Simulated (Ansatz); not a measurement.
```yaml
crystal:
  periodic: [false, false, false]
  atoms:
    - {symbol: O, position_ang: [0.089539, -0.030174, -2.096214]}
    - {symbol: C, position_ang: [0.617023, -0.408973, -0.845380]}
    - {symbol: N, position_ang: [-0.366832, -0.456333, 0.195483]}
    - {symbol: Al, position_ang: [-0.422279, 0.500655, 1.689482]}
    - {symbol: H, position_ang: [-0.356375, 0.813938, -1.977466]}
    - {symbol: H, position_ang: [1.066111, -1.390898, -1.025149]}
    - {symbol: H, position_ang: [1.415586, 0.276558, -0.530585]}
    - {symbol: H, position_ang: [-1.072810, -1.154493, 0.002847]}
    - {symbol: H, position_ang: [-1.603991, 0.217058, 2.701841]}
    - {symbol: H, position_ang: [0.717129, 1.581362, 1.888141]}
basis:
  gaussian: {orbitals: STO-3G}
hamiltonian: {xc: {name: wB97X-D}}
```

```sh
$ ansatz run in.yaml --threads 2 --pin off --events-out ev --progress --plain --max-ram 4352MiB
```

Shortened log:

```
Error: YAML parse error: error: line 16 column 19: hamiltonian.xc: no functional is named "wB97X-D"; the names, which are not case-sensitive, are SVWN5, SPW92, PBE, PBE0, PBEsol, revPBE, revPBE0, RPBE, rPW86-PBE, HSE06, wPBEh, LC-wPBE, HISS, HF, BLYP, B3LYP, B3LYP5, BHLYP, CAM-B3LYP, r2SCAN, r2SCANh, r2SCAN0, r2SCAN50, m-r2SCAN, B97, wB97, wB97X, wB97X-V, B97M-V, wB97M-V, B2PLYP, B2GP-PLYP, PBE0-DH, PBE-QIDH
14 | basis:
15 |   gaussian: {orbitals: STO-3G}
16 | hamiltonian: {xc: {name: wB97X-D}}
```

Task: What is wrong with this run?

Result: The method's name isn't one that the program takes here. The input was rejected before any iteration.

HSE06 is defined as in plane-wave codes.
